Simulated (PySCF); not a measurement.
sulfur dioxide (O$_{2}$S), singlet, geometry from GFN2-xTB. Base run: CCSD(T)/aug-cc-pVDZ (PySCF).

Input for PySCF:
```python
from pyscf import gto, scf, cc

mol = gto.Mole()
mol.atom = '''
    S     0.013936   -0.004006    0.377829
    O    -0.033217    1.222429   -0.364198
    O     0.005345   -1.214416   -0.391460
'''
mol.basis = 'aug-cc-pvdz'
mol.charge = 0
mol.spin = 0
mol.verbose = 4
mol.max_memory = 1800
mol.build()

mf = scf.RHF(mol)
mf.kernel()

mycc = cc.CCSD(mf, frozen=7)
mycc.kernel()
et = mycc.ccsd_t()
print('E(CCSD(T)) = %.10f' % (mycc.e_tot + et))
```

Each row names what was changed in the base input (with any setting that the change needs).

| change | ΔE vs base (mEh) | MP2 correlation (Eh) | CC correlation without the perturbative part (Eh) | basis functions |
|---|---|---|---|---|
| base | 0.000 | -0.55206 | -0.54794 | 73 |
| method = cisd | 89.240 | - | - | 73 |
| method = mp2 | (withheld) | -0.55206 | - | 73 |
| method = ccsd | 24.758 | -0.55206 | -0.54794 | 73 |

Q: Some entries are withheld; supply them.

A: 
- method = mp2, ΔE vs base (mEh): 20.640
